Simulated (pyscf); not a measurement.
`[Cl][Ga]=[Se]`, singlet

Gas-phase minimum from PySCF at ωB97X-D3(BJ)/def2-SVP, one conformer. 

```xyz
3

Cl     0.9870     0.5994     1.6562
Ga    -0.4761    -0.4447     0.5698
Se    -1.9508    -1.4973    -0.5264
```
Charge 0, spin multiplicity 1.

Bonds (Å): Cl1–Ga2 2.100, Ga2–Se3 2.118. Bond angles (°): Cl1–Ga2–Se3 180.0.

Properties at ωB97X-D3(BJ)/def2-SVP:

```json
{
 "harmonic_wavenumbers_unscaled": "105, 105, 332, 535 cm⁻¹",
 "zero_point_energy": "1.5 kcal/mol",
 "rotational_symmetry_number": "1",
 "Entropy of this conformer at 298 K and 1 atm, rigid rotor and harmonic oscillator, modes under 100 cm⁻¹ raised to 100": "289.8 J/(mol K)",
 "dipole_moment": "2.18 D"
}
```

Single-point totals, which compare only within one level (frozen core for MP2 and CC):

```json
[
 {"level": "ωB97X-D3(BJ)/def2-TZVP", "total energy (hartree)": "-4786.60111"},
 {"level": "PBE/def2-TZVP", "total energy (hartree)": "-4785.87652"},
 {"level": "r²SCAN/def2-TZVP", "total energy (hartree)": "-4786.66145"},
 {"level": "B3LYP-D3(BJ)/def2-TZVP", "total energy (hartree)": "-4786.81607"},
 {"level": "PBE0-D3(BJ)/def2-TZVP", "total energy (hartree)": "-4786.02763"},
 {"level": "M06-2X/def2-TZVP", "total energy (hartree)": "-4786.71996"},
 {"level": "ωB97M-D3(BJ)/def2-TZVP", "total energy (hartree)": "-4786.79708"},
 {"level": "HF/def2-TZVPP", "total energy (hartree)": "-4782.70101"},
 {"level": "MP2/def2-TZVPP", "total energy (hartree)": "-4783.35961"},
 {"level": "CCSD/def2-TZVPP", "total energy (hartree)": "-4783.36894"},
 {"level": "CCSD(T)/def2-TZVPP", "total energy (hartree)": "-4783.40018"}
]
```

The CCSD(T) − MP2 part came from Ansatz, without density fitting, on the same reference. The frozen core leaves the outer d or s,p core shells of the metals and heavy elements correlated in the MP2 and CC values, and def2-TZVPP describes them poorly, so these totals are far from the basis limit. Elements up to Kr have no core potential and no relativistic terms here.
